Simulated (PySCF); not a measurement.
**Ti⁻ (titanium, charge -1): UHF calculation**

Configuration: [Ar] 3d3 4s2, high-spin 4F determinant. Computed with PySCF 2.14 in x2c-TZVPPall with one added diffuse shell each of s, p, d, f type (7s6p5d3f1g, 80 functions), with scalar relativity by spin-free X2C-1e.

```
Total energy                        : -852.703425 hartree
One-electron energy                 : -1175.0258 hartree
Hartree (Coulomb) energy            : 363.9406 hartree
Exchange energy                     : -41.6183 hartree
⟨S²⟩                                : 4.0647
⟨L²⟩                                : 12.031
Sum of ⟨r⟩                          : 28.08 bohr
Sum of ⟨r²⟩                         : 109.7 bohr²
Langevin diamagnetic susceptibility : -86.9 ×10⁻⁶ cm³/mol
```

| shell | electrons | mean orbital energy (hartree) | rms radius, mean of both spins (bohr) |
| --- | --- | --- | --- |
| 1s β | 1 | -184.10157 | 0.0804 |
| 1s α | 1 | -184.10157 | 0.0804 |
| 2s α | 1 | -21.34303 | 0.350 |
| 2s β | 1 | -21.30485 | 0.350 |
| 2p α | 3 | -17.51359 | 0.320 |
| 2p β | 3 | -17.47635 | 0.320 |
| 3s α | 1 | -2.66793 | 1.09 |
| 3s β | 1 | -2.50700 | 1.09 |
| 3p α | 3 | -1.59512 | 1.20 |
| 3p β | 3 | -1.39534 | 1.20 |
| 3d α | 3 | -0.12123 | 2.05 |
| 4s α | 1 | -0.05737 | 6.53 |
| 4s β | 1 | 0.00715 | 6.53 |

⟨S²⟩ = 4.06 against 3.75 shows spin contamination. At UHF the highest occupied level has a positive energy, so only the finite basis holds that electron.

Densities and radii are taken from the X2C orbitals without a picture-change correction, which distorts them close to the nucleus.

Spin-orbit constants ζ (cm⁻¹) from the X2C one-electron operator on these orbitals: bare nucleus, nucleus screened by l(l+1)(2l+1)/3 electrons, and screened by the Breit-Pauli mean field of the electrons.

```json
{"shell": "2p", "bare": "33160", "screened nucleus": "30140", "mean field": "28750"}
{"shell": "3p", "bare": "3493", "screened nucleus": "3175", "mean field": "3006"}
{"shell": "3d", "bare": "202.0", "screened nucleus": "110.2", "mean field": "92.04"}
```

To first order the Landé constant is A = 30.68 cm⁻¹, so the lowest level has J = 3/2 and lies 0.0228 eV below the centre of the term. This holds in LS coupling only.
